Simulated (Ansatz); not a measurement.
Molecule: sum formula H3SiO4, charge -1, multiplicity 1. It need not be the lowest isomer of its formula. Whether it binds its extra electron was not tested at this geometry. SMILES: [Si]([O-])(O)(O)O
Structure (B3LYP-D3(BJ)/def2-TZVP (Ansatz, a first-principles code) minimum search):
```
Si
O 1 1.5573
O 1 1.6905 2 115.46
H 3 0.9609 1 107.36 2 24.03
O 1 1.6905 2 115.46 4 -129.87
H 5 0.9609 1 107.36 2 24.03
O 1 1.6905 2 115.46 4 110.13
H 7 0.9609 1 107.36 2 24.03
```
Charge -1, spin multiplicity 1.

Parts of the frozen-core correlation energy in STO-3G (Ansatz, hartree). Frozen orbitals: 9; correlated occupied orbitals by spin: 16 and 16; virtual: 7 and 7. Spin-orbit coupling is left out. Non-relativistic.

```json
[
 {"term": "reference (HF)", "value": "-582.57473"},
 {"term": "MP2 opposite-spin", "value": "-0.13436"},
 {"term": "MP2 same-spin", "value": "-0.02902"},
 {"term": "CCSD correlation", "value": "-0.19748"},
 {"term": "(T)", "value": "-0.00835"},
 {"term": "T1 diagnostic", "value": "0.014"},
 {"term": "largest doubles amplitude", "value": "0.041"}
]
```
